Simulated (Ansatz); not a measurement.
```yaml
crystal:
  periodic: [false, false, false]
  atoms:
    - {symbol: N, position_ang: [-0.765597, -0.020188, 0.226605]}
    - {symbol: Cu, position_ang: [1.089339, 0.003573, -0.335861]}
    - {symbol: Cl, position_ang: [3.080324, 0.027489, -0.939660]}
    - {symbol: H, position_ang: [-1.161377, -0.952509, 0.159009]}
    - {symbol: H, position_ang: [-1.335360, 0.594284, -0.346305]}
    - {symbol: H, position_ang: [-0.865329, 0.283353, 1.190112]}
basis:
  gaussian: {orbitals: ANO-RCC-VTZP}
magnetization: {spin_polarized: true, initial_magnetization: 0}
hamiltonian: {xc: {name: HF}}
correlation: {method: mp2, frozen_orbitals: {N: 9}}
```

```sh
$ ansatz run in.yaml --threads 4 --pin off --events-out ev --progress --plain --max-ram 10444MiB
```

It prints (some lines left out):

```
Functional definition: HF
Error: "frozen_orbitals" has no count for Cu
```

In this input frozen orbitals are typed for one element alone, and the program wants a count for each. The program refused the input.
